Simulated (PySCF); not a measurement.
Isomers of C7H12O2 and their computed core-level spectra.

The calculation used delta-SCF UKS SCAN, pcX-2 on the ionised atom, pcseg-1 elsewhere, spin-free X2C in PySCF. Geometries: PBE0-D3(BJ)/def2-SVP; isolated species, one conformer each.

Line lists (1s up to Mg, 2p3/2 beyond; areas count atoms within a level, one atom standing for each set equivalent by bonding):
1. C 1s: 290.43 (area 2), 290.55 (area 2), 291.18 (area 1), 291.94 (area 1), 294.33 (area 1) eV; O 1s: 537.42 (area 1), 539.03 (area 1) eV
2. C 1s: 290.21 (area 1), 290.65 (area 2), 290.84 (area 1), 290.88 (area 1), 292.22 (area 1), 294.04 (area 1) eV; O 1s: 537.10 (area 1), 538.86 (area 1) eV
3. C 1s: 289.88 (area 1), 290.23 (area 1), 290.66 (area 1), 290.75 (area 1), 291.23 (area 1), 292.16 (area 1), 294.38 (area 1) eV; O 1s: 537.49 (area 1), 539.15 (area 1) eV

Structures:
A. `CC(=O)OC1CCCC1`
B. `CC(C)OC(C(=C)C)=O`
C. `C/C=C(\C)COC(C)=O`

Task: Which list belongs to which compound?

Result: 
- 1 = A: no other candidate has these counts of sites. C 1s: 290.43 ring CH2 carbon (×2), 290.55 ring CH2 carbon (×2), 291.18 methyl carbon next to a carbonyl, 291.94 sp3 carbon bound to oxygen, 294.33 ester carbonyl carbon; O 1s: 537.42 ester carbonyl oxygen, 539.03 ester single-bonded oxygen.
- 2 = B: no other candidate has these counts of sites. C 1s: 290.21 terminal =CH2 carbon, 290.65 methyl carbon (×2), 290.84 allylic carbon, 290.88 fully substituted alkene carbon, 292.22 sp3 carbon bound to oxygen, 294.04 ester carbonyl carbon; O 1s: 537.10 ester carbonyl oxygen, 538.86 ester single-bonded oxygen.
- 3 = C: no other candidate has these counts of sites. C 1s: 289.88 alkene CH carbon, 290.23 fully substituted alkene carbon, 290.66 allylic carbon, 290.75 allylic carbon, 291.23 methyl carbon next to a carbonyl, 292.16 sp3 carbon bound to oxygen, 294.38 ester carbonyl carbon; O 1s: 537.49 ester carbonyl oxygen, 539.15 ester single-bonded oxygen.

1 of these hole states is spin-contaminated (⟨S²⟩ 0.98, against 0.75; counted from 0.85) and less certain.
